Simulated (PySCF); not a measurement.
**Core-level binding energies of `C[O][GeH2-]`**

CH5GeO (charge -1).
Atom-mapped SMILES: `[CH3:1][O:2][GeH2-:3]`

Geometry (PBE0-D3(BJ)/def2-SVP, Å), atoms numbered from 1 in this order:
```
atom  x, y, z in Å
C1    -0.9922   -0.1074    0.2006
O2     0.0031   -0.9761    0.5466
Ge3    1.7950   -0.4802    0.1743
H4    -1.0357    0.1155   -0.8946
H5    -0.9103    0.8926    0.6948
H6    -1.9947   -0.5149    0.4789
H7     1.5021    0.0364   -1.3523
H8     1.6509    1.0528    0.7333
```

Computed with delta-SCF UKS SCAN, pcX-2 on the ionised atom, pcseg-1 elsewhere, spin-free X2C (PySCF). Binding energies are ΔSCF values: E(core-ionised, relaxed orbitals) − E(ground state) at a fixed geometry, referred to the vacuum level.

Question: Give the core binding energies atom by atom.

Answer: 
| atom(s) | bonded to | level | binding energy (eV) | count |
| --- | --- | --- | --- | --- |
| C1 | O and 3 H | C 1s | 287.08 | 1 |
| O2 | C and Ge | O 1s | 531.52 | 1 |

Question: Which effective nuclear charge Zeff reproduces each element's mean 1s value in the hydrogen-like formula E = 13.606 eV × Zeff²?

Answer: C (Z = 6): mean 287.1 eV, Zeff = 4.59, Z − Zeff = 1.41; O (Z = 8): mean 531.5 eV, Zeff = 6.25, Z − Zeff = 1.75. Means run over the listed sites, weighted by atom count.

Question: Express the binding energy of O 1s of O2 (atom 2) in atomic units and per mole.

Answer: 531.52 eV = 19.5330 Eh = 51284 kJ/mol.

No level of germanium is listed. The species carries charge -1, so core ionisation leaves a neutral species. The basis sets have no added diffuse functions. The structure is a single PBE0-D3(BJ)/def2-SVP conformer in the gas phase; no vibrational or solvent corrections. The geometry's basis has no diffuse functions, a weakness for an anion.

Hardware: an Arm Neoverse N1 with one thread, no GPU, shared host. Cost: 10 s wall.
